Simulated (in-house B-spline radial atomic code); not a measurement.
Settings and results of a run for In⁶⁺ (with a hole in an inner shell). Method: Dirac-Hartree-Fock, average of configuration, Fermi nucleus of rms radius 4.6156 fm. Calculated with an all-electron radial atomic-structure program (B-spline basis).

Command:
```bash
python run_scf.py task.json out
```
Settings (nuclear radius in fm, mass in u):
```
Z                49
configuration    2s2 2p6 3s2 3p6 3d10 4s2 4p6 4d9
hamiltonian      dirac
method           hf
spin_polarised   False
nucleus          fermi
rms_radius       4.6156
atomic_mass      114.90388
speed_of_light   137.035999084
```

Output (hartree, bohr):
```
 radial grid: 66 intervals, B-splines of order 8, outer radius 15.5224 bohr

 iter        energy (Eh)    residual
    1       -3744.357733    1.95e+00
    2       -3775.274496    7.62e-01
    3       -3783.870395    1.93e-01
    4       -3784.594413    5.16e-02
    5       -3784.644057    2.46e-02
    6       -3784.656026    1.68e-03
    7       -3784.656055    1.94e-04
    8       -3784.656056    2.07e-05
    9       -3784.656056    1.29e-06
   10       -3784.656056    7.22e-08

 total energy                     -3784.65606
 kinetic                            3931.6849
 electron-nucleus                  -9590.6836
 electron-electron                  1874.3426

 first-order corrections (not in the total)
   Gaunt                             1.3080
   retardation                      -0.1067
   frequency dependence             -0.0017
   self-energy                       0.5193
   Uehling                          -0.0553
   Wichmann-Kroll                    0.0011
   recoil                            0.0141

 orbital      occ     eigenvalue          <r>       <r^2>       <1/r>       r_max    small
 2s1/2      2.000      -173.0045     0.124445    0.018328     12.4437      0.1061  7.30e-03
 2p1/2      2.000      -165.0267     0.104148   0.0133231      12.465     0.08066  7.35e-03
 2p3/2      4.000      -156.1037     0.109417   0.0145813     11.6118     0.08509  7.03e-03
 3s1/2      2.000       -37.8416     0.333397    0.127161     4.44241      0.3039  2.16e-03
 3p1/2      2.000       -33.7284     0.321031    0.119707     4.37293      0.2876  2.11e-03
 3p3/2      4.000       -32.0324     0.331612    0.127539     4.16594      0.2974  2.03e-03
 3d3/2      4.000       -23.8085     0.301907    0.108027     4.02465      0.2422  1.92e-03
 3d5/2      6.000       -23.4450     0.305417     0.11041     3.96834      0.2452  1.89e-03
 4s1/2      2.000        -9.1578     0.798521    0.718749     1.73737      0.7315  5.74e-04
 4p1/2      2.000        -7.5774     0.828873     0.78038     1.64494      0.7474  5.26e-04
 4p3/2      4.000        -7.2539     0.852972    0.826033     1.58441      0.7692  5.03e-04
 4d3/2      3.600        -4.4956     0.964998     1.07889     1.36125      0.8278  3.90e-04
 4d5/2      5.400        -4.4430     0.975337     1.10179     1.34412      0.8365  3.83e-04

 Slater integrals (Eh)
   F0(4p1/2,4p1/2)               1.084194
   F0(4p1/2,4p3/2)               1.068407
   G2(4p1/2,4p3/2)               0.563114
   F0(4p1/2,4d3/2)               1.000217
   G1(4p1/2,4d3/2)               0.650220
   F0(4p1/2,4d5/2)               0.993956
   G3(4p1/2,4d5/2)               0.399110
   F0(4p3/2,4p3/2)               1.053506
   F2(4p3/2,4p3/2)               0.557333
   F0(4p3/2,4d3/2)               0.988072
   F2(4p3/2,4d3/2)               0.508641
   G1(4p3/2,4d3/2)               0.647429
   G3(4p3/2,4d3/2)               0.402817
   F0(4p3/2,4d5/2)               0.982091
   F2(4p3/2,4d5/2)               0.504791
   G1(4p3/2,4d5/2)               0.642215
   G3(4p3/2,4d5/2)               0.399331
   F0(4d3/2,4d3/2)               0.933830
   F2(4d3/2,4d3/2)               0.477995
   F0(4d3/2,4d5/2)               0.928818
   F2(4d3/2,4d5/2)               0.475530
   G2(4d3/2,4d5/2)               0.475126
   G4(4d3/2,4d5/2)               0.316334
   F0(4d5/2,4d5/2)               0.923903
   (list cut)
```

Run time, properties included: 0.65 s on 1 thread of AMD EPYC 9R45 96-Core Processor, on a shared host.

For the Dirac Hamiltonian the kinetic term is c α·p + (β - 1)c².
